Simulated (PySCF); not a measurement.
Vertical excitations of a molecule C3H7FOSi from TDDFT-PBE/def2-SVPD in PySCF, as energy in eV (oscillator strength): 5.00 (0.003), 5.36 (0.003), 5.95 (0.045), 6.29 (0.006), 6.45 (0.190), 6.72 (0.089), 6.78 (0.005), 7.15 (0.069), 7.18 (0.009), 7.33 (0.008). Lowest triplet (TDA): 4.27 eV. Geometry optimised at B3LYP-D3(BJ)/def2-SVP. Other conformers were not sampled.

Task: Which molecule gave these data?
A) O[C@@H]1[C@@H](F)[C@@H]1[SiH3]
B) C[SiH2]O/C=C\F
C) C=C(C)[Si@@H](O)F
D) C[Si@H](F)CC=O

Result: B, C[SiH2]O/C=C\F
